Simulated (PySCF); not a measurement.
PySCF input (CCSD(T)/cc-pVDZ):

```python
from pyscf import gto, scf, mp, cc as ccmod

mol = gto.M(
    atom='''
    Si   -0.47559465   -0.23959751   -0.40653097
    O     0.72703529    0.26806601    0.61322182
    H     0.84204278    1.20983695    0.78565901
    ''',
    basis='cc-pvdz',
    charge=0,
    spin=1,
    verbose=4,
)

mf = scf.UHF(mol)
mf.conv_tol = 1e-10
mf.max_cycle = 100
mf.kernel()
mo, _, stable, _ = mf.stability(return_status=True)
if not stable:
    mf.kernel(mf.make_rdm1(mo, mf.mo_occ))
mp2 = mp.MP2(mf, frozen=6).run()
cc = ccmod.CCSD(mf, frozen=6)
cc.max_cycle = 100
cc.kernel()
et = cc.ccsd_t()
print(f'E(CCSD(T)) = {cc.e_tot + et:.9f}')
```

End of the output:

```
Extra cycle  E= -364.355665161185  delta_E= -1.88e-12  |g|= 1.08e-06  |ddm|= 1.84e-06
converged SCF energy = -364.355665161185  <S^2> = 0.76966858  2S+1 = 2.0195728
uhf_internal: lowest eigs of H = [0.02651789 0.09813459 0.27991903]
<class 'pyscf.scf.uhf.UHF'> wavefunction is stable in the internal stability analysis

******** <class 'pyscf.mp.ump2.UMP2'> ********
nocc = (np.int64(6), np.int64(5)), nmo = (31, 31)
frozen orbitals 6
E(UMP2) = -364.607493784921  E_corr = -0.251828623736318
E(SCS-UMP2) = -364.60299360548  E_corr = -0.247328444295727
E_corr(same-spin) = -0.0633068125244481
E_corr(oppo-spin) = -0.18852181121187

******** <class 'pyscf.cc.uccsd.UCCSD'> ********
CC2 = 0
CCSD nocc = (np.int64(6), np.int64(5)), nmo = (31, 31)
frozen orbitals 6
max_cycle = 100
direct = 0
conv_tol = 1e-07
conv_tol_normt = 1e-06
diis_space = 6
diis_start_cycle = 0
diis_start_energy_diff = 1e+09
Init t2, MP2 energy = -0.25182864832763
Init E_corr(UCCSD) = -0.251828648328508
cycle = 1  E_corr(UCCSD) = -0.258927740313189  dE = -0.00709909198  norm(t1,t2) = 0.0860888
cycle = 2  E_corr(UCCSD) = -0.267878818397024  dE = -0.00895107808  norm(t1,t2) = 0.0309221
cycle = 3  E_corr(UCCSD) = -0.268992896840672  dE = -0.00111407844  norm(t1,t2) = 0.0192367
cycle = 4  E_corr(UCCSD) = -0.271397320410695  dE = -0.00240442357  norm(t1,t2) = 0.00903293
cycle = 5  E_corr(UCCSD) = -0.271295399214405  dE = 0.000101921196  norm(t1,t2) = 0.00233451
cycle = 6  E_corr(UCCSD) = -0.27123772875184  dE = 5.76704626e-05  norm(t1,t2) = 0.000797019
cycle = 7  E_corr(UCCSD) = -0.271250803390144  dE = -1.30746383e-05  norm(t1,t2) = 0.000328511
cycle = 8  E_corr(UCCSD) = -0.271253889586008  dE = -3.08619586e-06  norm(t1,t2) = 0.000106277
cycle = 9  E_corr(UCCSD) = -0.271252345583307  dE = 1.5440027e-06  norm(t1,t2) = 5.08056e-05
cycle = 10  E_corr(UCCSD) = -0.271252687904826  dE = -3.42321519e-07  norm(t1,t2) = 2.52218e-05
cycle = 11  E_corr(UCCSD) = -0.271252837414461  dE = -1.49509635e-07  norm(t1,t2) = 1.09365e-05
cycle = 12  E_corr(UCCSD) = -0.271252811968699  dE = 2.54457619e-08  norm(t1,t2) = 4.90969e-06
cycle = 13  E_corr(UCCSD) = -0.271252768982425  dE = 4.29862745e-08  norm(t1,t2) = 2.17914e-06
cycle = 14  E_corr(UCCSD) = -0.271252713918415  dE = 5.50640093e-08  norm(t1,t2) = 1.09343e-06
cycle = 15  E_corr(UCCSD) = -0.27125270514994  dE = 8.76847556e-09  norm(t1,t2) = 5.43732e-07
UCCSD converged
E(UCCSD) = -364.6269178663345  E_corr = -0.2712527051499399
UCCSD(T) correction = -0.00681934659553117
E(CCSD(T)) = -364.633737213
```

It need not be the lowest isomer of its formula.
